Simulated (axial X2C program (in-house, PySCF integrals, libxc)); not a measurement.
Which molecule has these constants?

Calculated with an in-house relativistic program for diatomic molecules, spin-free (one-electron X2C) or two-component (2c: spin–orbit coupling with atomic mean-field Coulomb and Gaunt terms, which also bring small scalar terms), in Dyall basis sets with cores contracted in-house; open shells are unrestricted.

A two-component CCSD(T) calculation in a Dyall 3-zeta basis gave Re = 3.653 Å, ωe = 130.6 cm⁻¹, De = 0.88 eV, Ω = 0.

Problem. Which molecule is it?
A. NaCa⁺
B. NaSe⁺
C. NaAs⁺
D. NaZn⁺
E. NaMn⁺

Solution. A. The others have NaSe⁺ 2.963 Å and 153.6 cm⁻¹ (Ω = 1); NaMn⁺ 3.183 Å and 136.6 cm⁻¹ (Ω = 5/2); NaAs⁺ 3.138 Å and 110.9 cm⁻¹ (Ω = 3/2); NaZn⁺ 3.101 Å and 114.5 cm⁻¹ (Ω = 0).

Frozen shells (counts by l): NaCa⁺ Ca 3s2p, Na 2s1p, 2 electrons correlated; NaSe⁺ Se 3s2p1d, Na 1s, 14 electrons correlated; NaMn⁺ Mn 3s2p, Na 1s, 15 electrons correlated; NaAs⁺ As 3s2p1d, Na 1s, 13 electrons correlated; NaZn⁺ Zn 3s2p, Na 2s1p, 12 electrons correlated. Coupled cluster in natural virtuals with an MP2 remainder. Where the outer core of a metal is frozen, bonds come out longer and ionisation energies lower.

Each entry is the lowest single determinant of a limited PBE0 search at one distance. De goes to single-determinant-based atoms at the same level (for ions the charge split of lowest energy) and is withheld (n/a) where an atom does not fit its ground term or J level. Main or longest-lived isotopes. One determinant is a doubtful description, or other states lie close, for NaSe⁺, NaMn⁺, NaAs⁺; these need not be ground states, and all values refer to the states named. Some open-shell Ω = 0 determinants are out of reach, so the Ω given for NaSe⁺ need not be the lowest component. With several unpaired electrons the Ω given is that of one determinant, not necessarily of the lowest component.
